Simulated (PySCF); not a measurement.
Polarisability and C₆ of Gd⁵¹⁺ (gadolinium, charge +51)

[Ne] 3s2 3p1, 2P determinant. All numbers are calculated (PySCF 2.14, the spin-free X2C one-electron Hamiltonian (Gaussian nucleus), in an even-tempered Gaussian basis (17 s from 11 bohr⁻², ratio 2.5; 12 p from 15 bohr⁻², ratio 2.5; 4 d from 58 bohr⁻², ratio 2.7; 4 f from 87 bohr⁻², ratio 2.7)). Coupled (time-dependent) response in atomic units; α is the mean over directions.

| method | mean α (bohr³) | α xx, yy, zz | C₆ (like pair) | S(−4) |
| --- | --- | --- | --- | --- |
| UHF | 0.005068 | 0.005792, 0.003621, 0.005792 | 0.0002341 | 4.183e-05 |
| PBE0 | 0.004977 | 0.005694, 0.003543, 0.005694 | 0.0002270 | 4.082e-05 |

S(−4) is the Cauchy moment in α(ω) = α(0) + S(−4) ω² + …

Spin-orbit coupling is absent.

α(iu) at UHF:

```
u (hartree)  α(iu) (bohr³)
          0       0.005068
       1.00       0.005026
       2.00       0.004906
       4.00       0.004484
       6.00       0.003933
       8.00       0.003371
       10.0       0.002865
       15.0       0.001933
       20.0       0.001375
       30.0      0.0008183
       50.0      0.0004371
```

For an ion, C₆ is the dispersion term alone; charge-induced terms of lower order in 1/R come first.

The components differ because the open shell of this determinant is not spherical; for a pure term their mean is the scalar polarisability.

Spin-orbit coupling, absent here, splits the open shell strongly.
